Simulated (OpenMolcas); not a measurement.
**Re2+: effect of the active space**

```json
{"Program": "OpenMolcas", "Method": "SS-CASPT2 or its RAS form, IPEA 0.25 Eh, imaginary shift 0.1 Eh", "Basis": "ANO-RCC-VTZP", "Scalar Hamiltonian": "DKH2, point nucleus", "Spin-orbit coupling": "state interaction with AMFI integrals over the reference wave functions, term energies averaged over their components"}
```

A. 5 electrons in 5 orbitals (5d); 2S+1 = 6 even, 1 root; 2S+1 = 4 even, 24 roots; 2S+1 = 2 even, 75 roots; closed shells correlated: 5s 5p; CASPT2 step roughly 30 core-seconds
B. 5 electrons in 6 orbitals (5d 6s); 2S+1 = 6 even, 6 roots; 2S+1 = 4 even, 84 roots (64 in the spin-orbit step); 2S+1 = 2 even, 184 roots (129 in the spin-orbit step); closed shells correlated: 5s 5p; CASPT2 step roughly 100 core-seconds
C. 11 electrons in 8 orbitals (RAS1 5p, at most 2 holes; RAS2 5d); 2S+1 = 6 even, 1 root; 2S+1 = 4 even, 24 roots; 2S+1 = 2 even, 75 roots; closed shells correlated: 5s; CASPT2 step roughly 60 core-seconds
D. 5 electrons in 9 orbitals (RAS2 5d 6s; RAS3 6p, at most 2 electrons); 2S+1 = 6 even, 6 roots; 2S+1 = 4 even, 84 roots kept (CI in the orbitals of an earlier block); 2S+1 = 2 even, 83 roots kept (CI in the orbitals of an earlier block); 2S+1 = 6 odd, 36 roots (15 in the spin-orbit step); 2S+1 = 4 odd, 88 roots kept (CI in the orbitals of an earlier block, 31 in the spin-orbit step); 2S+1 = 2 odd, 81 roots kept (CI in the orbitals of an earlier block, 1 in the spin-orbit step); closed shells correlated: 5s 5p; CASPT2 step about 11 core-minutes

Energies in cm-1 above 5d5 6S 5/2, the measured ground level; measured values from the list in Brasseur, Gamrath and Quinet, At. Data Nucl. Data Tables 157, 101636 (2024).

```csv
Level,A,B,C,D,Measured
5d5 6S 5/2,0.0,0.0,0.0,0.0,0.0
5d5 4G 7/2 [65 %],19160,18460,19260,18580,16890
5d5 4G 11/2,20000,19590,20060,19780,18020
5d5 4G 9/2,20470,20000,20560,20210,18346
5d5 4D 7/2 [57 %],23520,22580,23850,22720,20453
5d5 4D 1/2 [58 %],26200,23440,26530,23350,
5d5 2I 11/2 [74 %],29020,28910,28960,29040,26170
5d5 2I 13/2,31310,31460,31280,31600,28588
5d5 2H 11/2 [62 %],41530,40680,41640,40780,
5d5 2S 1/2 [59 %],42190,39290,42560,39360,
```

Deviations, from unrounded energies. A percentage is the sum of absolute deviations over the sum of measured energies, with the sign that they share, or ± where signs differ.

| Against measurement | Levels | A | B | C | D |
| --- | --- | --- | --- | --- | --- |
| mean absolute deviation (cm-1) | 6 | 2500 | 2100 | 2600 | 2200 |
| other terms of the ground configuration (%) | 6 | +11.7 | +9.8 | +12.1 | +10.5 |

B lies closest to measurement on these levels and C furthest from it. The largest miss of B in the table is 5d5 2I 13/2, by +2900 cm-1. The ranking rests on the paired levels alone, and a cruder setting can come out closer through cancelling errors.

The spin-orbit steps hold different terms of 5d5 (B lacks a 2D, 2P; D lacks a 2D, a 2G, 2P), which shifts levels as well.

Among A to D the level of the table that moves most is 5d5 2S 1/2 [59 %], by 3300 cm-1 (lowest in B, highest in C). Moves below CASPT2's spread within the term are not significant.

Term energies are means over components that CASPT2 splits; among the terms shown or strongly mixed into the levels shown the widest spread is 310 cm-1 (5d5 2F(1), C). The CASPT2 spread within a term exceeds the gap to the next term for 5d5 4P and 5d4 6s 6D, so the order of their levels is uncertain, and so are names and mixing where such terms share a J (figures for B; the like holds for D). Configurations with an s electron lie low in 5d ions of this charge, fall among these levels and mix in, so low-spin terms can stand far too high, up to twice their true height, and weights are not those of the real levels (holds for A). Some high roots are left out of the spin-orbit mixing, which shifts the levels that they would mix with (holds for B; D). Configurations are named by rounded mean occupations; where the s occupation lies near a half they are strongly mixed, a name can repeat and a true partner stay unpaired (holds for B; D). Active for correlation alone: 5p; no level in the range computed is led by a configuration that opens it, so any true level of that kind is missing (holds for C). Some terms miss by over 15 % even with CASPT2, which points to a basis or an active space too small for the shells correlated (holds for C). Terms from blocks run as CI alone lack orbitals of their own (holds for D). Computed and measured levels are paired by configuration, term and J; levels that our copy of the source lacks, or whose pairing is in doubt (as where it misses far off the trend of its configuration), stay unpaired and out of the deviations. Only configurations of the active space appear. Levels that lie high or do not pair safely by name in every column are left out.

A share in square brackets marks a mixed level and gives the weight of the term that names it, the lowest over the columns. A number in round brackets counts repeated terms of one configuration in the order of the reference energies.
